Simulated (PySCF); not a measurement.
Te(7+): ionisation energy

Te(7+) [Kr] 4d9 (2D) → Te(8+) [Kr] 4d8 (3F), as a difference of total energies. All numbers are calculated (PySCF 2.14, scalar relativity by spin-free X2C-1e, in an even-tempered Gaussian basis (22 s from 0.14 bohr⁻², ratio 2.5; 16 p from 0.18 bohr⁻², ratio 2.5; 11 d from 0.18 bohr⁻², ratio 2.5; 5 f from 2.2 bohr⁻², ratio 2.7; 4 g from 3.3 bohr⁻², ratio 2.7)). The calculations carry no spin-orbit coupling.

| method | ionisation energy (eV) |
| --- | --- |
| UHF | 143.92 |
| B3LYP | 145.60 |
| BP86 | 145.64 |

The reference lies between the lowest fine-structure levels, while these numbers refer to the centres of the terms.

For comparison: 143 ± 2.1 eV (theoretical estimate listed by NIST; NIST Atomic Spectra Database, ionization energies).
